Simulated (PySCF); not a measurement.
C4H9 (SMILES [CH2]CCC), doublet, at a GFN2-xTB geometry; CCSD(T)/3-21G run with PySCF.

PySCF was given this input:
```python
from pyscf import gto, scf, cc

mol = gto.Mole()
mol.atom = '''
    C     0.63730514    1.87005301   -0.01394368
    C     0.72008503    0.40256805   -0.00712874
    C    -0.68096714   -0.25971025    0.00613129
    C    -0.57877676   -1.77827076    0.01306639
    H    -1.57081445   -2.22475477    0.02234213
    H     0.52181633    2.41306263    0.90408459
    H     0.50879020    2.40378407   -0.93567471
    H    -0.03936084   -2.12196574    0.89313671
    H    -0.05185183   -2.13086312   -0.87104236
    H     1.24572605    0.04709417   -0.89755459
    H     1.25830682    0.05605550    0.87930497
    H    -1.23549347    0.07042266   -0.87419063
    H    -1.22299644    0.07932434    0.89084235
'''
mol.basis = '3-21g'
mol.spin = 1
mol.verbose = 4
mol.build()

mf = scf.UHF(mol)
mf.kernel()

mycc = cc.CCSD(mf)
mycc.kernel()
et = mycc.ccsd_t()
print('E(CCSD(T)) = %.10f' % (mycc.e_tot + et))
```

The log (banner, timings and long lists left out):

```
PySCF version 2.14.0

[INPUT] verbose = 4
[INPUT] num. atoms = 13
[INPUT] num. electrons = 33
[INPUT] charge = 0
[INPUT] spin (= nelec alpha-beta = 2S) = 1
[INPUT] symmetry False subgroup None
[INPUT] Mole.unit = angstrom
[INPUT] Symbol           X                Y                Z      unit          X                Y                Z       unit  Magmom
[INPUT]  1 C      0.637305140000   1.870053010000  -0.013943680000 AA    1.204332172378   3.533888027319  -0.026349736369 Bohr   0.0
[INPUT]  2 C      0.720085030000   0.402568050000  -0.007128740000 AA    1.360763493099   0.760743361000  -0.013471366213 Bohr   0.0
[INPUT]  3 C     -0.680967140000  -0.259710250000   0.006131290000 AA   -1.286841394428  -0.490781244242   0.011586458890 Bohr   0.0
[INPUT]  4 C     -0.578776760000  -1.778270760000   0.013066390000 AA   -1.093729563663  -3.360444711722   0.024691898537 Bohr   0.0
[INPUT]  5 H     -1.570814450000  -2.224754770000   0.022342130000 AA   -2.968409103009  -4.204177209620   0.042220506739 Bohr   0.0
[INPUT]  6 H      0.521816330000   2.413062630000   0.904084590000 AA    0.986089951026   4.560027492123   1.708472268540 Bohr   0.0
[INPUT]  7 H      0.508790200000   2.403784070000  -0.935674710000 AA    0.961474132863   4.542493554892  -1.768168943582 Bohr   0.0
[INPUT]  8 H     -0.039360840000  -2.121965740000   0.893136710000 AA   -0.074381207633  -4.009934094310   1.687783773695 Bohr   0.0
[INPUT]  9 H     -0.051851830000  -2.130863120000  -0.871042360000 AA   -0.097985757758  -4.026747705736  -1.646031503295 Bohr   0.0
[INPUT] 10 H      1.245726050000   0.047094170000  -0.897554590000 AA    2.354081060736   0.088995083364  -1.696132356946 Bohr   0.0
[INPUT] 11 H      1.258306820000   0.056055500000   0.879304970000 AA    2.377855270472   0.105929542776   1.661645573269 Bohr   0.0
[INPUT] 12 H     -1.235493470000   0.070422660000  -0.874190630000 AA   -2.334744286989   0.133079540363  -1.651980871361 Bohr   0.0
[INPUT] 13 H     -1.222996440000   0.079324340000   0.890842350000 AA   -2.311128322918   0.149901277612   1.683448061664 Bohr   0.0

nuclear repulsion = 123.694800586247
number of shells = 38
number of NR pGTOs = 87
number of NR cGTOs = 54
basis = 3-21g
ecp = {}

******** <class 'pyscf.scf.uhf.UHF'> ********
method = UHF
initial guess = minao
damping factor = 0
level_shift factor = 0
DIIS = <class 'pyscf.scf.diis.CDIIS'>
diis_start_cycle = 1
diis_space = 8
diis_damp = 0
SCF conv_tol = 1e-09
SCF conv_tol_grad = None
SCF max_cycles = 50
direct_scf = True
direct_scf_tol = 1e-13
number electrons alpha = 17  beta = 16
Set gradient conv threshold to 3.16228e-05
init E= -156.216691392349

cycle= 1 E= -155.754375663224  delta_E= 0.462  |g|= 0.22  |ddm|= 2.16
cycle= 2 E= -155.795221558005  delta_E= -0.0408  |g|= 0.0711  |ddm|= 0.343
cycle= 3 E= -155.799701502805  delta_E= -0.00448  |g|= 0.0274  |ddm|= 0.148
cycle= 4 E= -155.800442055648  delta_E= -0.000741  |g|= 0.0108  |ddm|= 0.0437
cycle= 5 E= -155.800653774822  delta_E= -0.000212  |g|= 0.00399  |ddm|= 0.0333
cycle= 6 E= -155.800681896019  delta_E= -2.81e-05  |g|= 0.0016  |ddm|= 0.0114
cycle= 7 E= -155.800686872931  delta_E= -4.98e-06  |g|= 0.000446  |ddm|= 0.00565
cycle= 8 E= -155.800687276453  delta_E= -4.04e-07  |g|= 0.000172  |ddm|= 0.00157
cycle= 9 E= -155.800687329402  delta_E= -5.29e-08  |g|= 9.19e-05  |ddm|= 0.000518
cycle= 10 E= -155.800687345623  delta_E= -1.62e-08  |g|= 4.64e-05  |ddm|= 0.000291
cycle= 11 E= -155.800687350807  delta_E= -5.18e-09  |g|= 1.27e-05  |ddm|= 0.000223
cycle= 12 E= -155.800687351154  delta_E= -3.47e-10  |g|= 4.95e-06  |ddm|= 5.39e-05
Extra cycle  E= -155.800687351183  delta_E= -2.9e-11  |g|= 3.08e-06  |ddm|= 8.8e-06
converged SCF energy = -155.800687351183  <S^2> = 0.76321957  2S+1 = 2.0131762

******** <class 'pyscf.cc.uccsd.UCCSD'> ********
CC2 = 0
CCSD nocc = (np.int64(17), np.int64(16)), nmo = (54, 54)
max_cycle = 50
direct = 0
conv_tol = 1e-07
conv_tol_normt = 1e-06
diis_space = 6
diis_start_cycle = 0
diis_start_energy_diff = 1e+09
Init t2, MP2 energy = -0.352415824244967
Init E_corr(UCCSD) = -0.352415824253008
cycle = 1  E_corr(UCCSD) = -0.386479752305284  dE = -0.0340639281  norm(t1,t2) = 0.0715916
cycle = 2  E_corr(UCCSD) = -0.397754046622434  dE = -0.0112742943  norm(t1,t2) = 0.0266072
cycle = 3  E_corr(UCCSD) = -0.404003016235996  dE = -0.00624896961  norm(t1,t2) = 0.0126846
cycle = 4  E_corr(UCCSD) = -0.404242425823397  dE = -0.000239409587  norm(t1,t2) = 0.00317879
cycle = 5  E_corr(UCCSD) = -0.404164055510334  dE = 7.83703131e-05  norm(t1,t2) = 0.00151114
cycle = 6  E_corr(UCCSD) = -0.404182754771755  dE = -1.86992614e-05  norm(t1,t2) = 0.000452819
cycle = 7  E_corr(UCCSD) = -0.404190006270876  dE = -7.25149912e-06  norm(t1,t2) = 0.000139805
cycle = 8  E_corr(UCCSD) = -0.404188344298601  dE = 1.66197227e-06  norm(t1,t2) = 5.16933e-05
cycle = 9  E_corr(UCCSD) = -0.404187862800203  dE = 4.81498398e-07  norm(t1,t2) = 2.14677e-05
cycle = 10  E_corr(UCCSD) = -0.404187551328724  dE = 3.11471479e-07  norm(t1,t2) = 8.1339e-06
cycle = 11  E_corr(UCCSD) = -0.404187359847779  dE = 1.91480946e-07  norm(t1,t2) = 3.27293e-06
cycle = 12  E_corr(UCCSD) = -0.404187260321673  dE = 9.95261055e-08  norm(t1,t2) = 1.28772e-06
cycle = 13  E_corr(UCCSD) = -0.404187201762658  dE = 5.85590155e-08  norm(t1,t2) = 6.25633e-07
UCCSD converged
E(UCCSD) = -156.2048745529456  E_corr = -0.4041872017626577
UCCSD(T) correction = -0.00906902958658191
E(CCSD(T)) = -156.2139435825
```
